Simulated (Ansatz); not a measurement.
Au₄⁻ (the lowest doublet isomer of a short search). Charge -1, multiplicity 2. Geometry PBE0-D4/def2-SVPD, basis def2-TZVPD, Ansatz.

```csv
atom,x (Å),y (Å),z (Å)
Au1,1.203,0.496,0.260
Au2,-3.570,-0.877,-1.300
Au3,3.566,0.858,1.316
Au4,-1.199,-0.476,-0.277
```

```tsv
run	HOMO (eV)	LUMO (eV)
A	-2.23	0.52
B	-1.86	-0.27
C	-3.39	1.43
D	-2.78	0.49
E	-1.54	-0.93
F	-1.37	-1.06
```

In the def2 sets Au takes a core potential; there is no spin–orbit coupling. The structure comes from a short search, and lower isomers may exist.

HOMO and LUMO are taken over both spins.

Question: The runs used BHLYP, CAM-B3LYP, PBE, PBE0, r2SCAN, ωB97X-V. Estimate which is which.

Answer: A BHLYP (50 % exact exchange); B PBE0 (25 % exact exchange); C ωB97X-V (range-separated); D CAM-B3LYP (range-separated); E r2SCAN (0 % exact exchange); F PBE (0 % exact exchange). Exact exchange lowers occupied and raises empty levels; among semilocal functionals meta-GGAs tend to open the gap a little, and such runs are hard to tell apart. The gap grows from 0.31 eV (PBE) to 4.82 eV (ωB97X-V).
